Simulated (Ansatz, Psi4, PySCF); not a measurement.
Li (SMILES [Li-]), charge -1, singlet (in this run its highest filled SCF level lies above zero, so its values depend strongly on the basis, on diffuse functions most of all). Base run: REVPBE/6-31G* (PySCF).

PySCF was given this input:
```python
from pyscf import gto, scf, dft

mol = gto.M(
    atom='''
Li    0.00000000    0.00000000    0.00000000
''',
    basis='6-31g*',
    charge=-1,
    verbose=4,
)

mf = dft.RKS(mol)
mf.xc = 'revpbe'
mf.kernel()
```

The same geometry, method and basis name were run in Ansatz (an electronic-structure program) and Psi4 and PySCF, at each program's defaults and at the settings that a row names. The base is PySCF at its defaults. Differences at the defaults can come from grids, fitting, cores and function types together.

| code and settings | ΔE vs base (mEh) | basis functions | E (Eh) | SCF cycles |
|---|---|---|---|---|
| PySCF, defaults (exact integrals, its default grid, spherical functions) | 0.000 | 14 | -7.48961 | 5 |
| Psi4, defaults (density fitting with its default set, its default grid, Cartesian functions) | -1.062 | 15 | -7.49067 | 5 |
| Ansatz, defaults (factorised integrals, its default grid, Cartesian functions) | -1.059 | 15 | -7.49066 | - |
| PySCF, density fitting with def2-universal-jkfit | -0.006 | 14 | -7.48961 | 5 |
| PySCF, fine grid | 0.000 | 14 | -7.48961 | 5 |
| Psi4, exact integrals, spherical functions, fine grid | 0.000 | 14 | -7.48961 | 6 |
| Ansatz, high accuracy, Cartesian functions as the basis file defines them | -1.059 | 15 | -7.49066 | - |
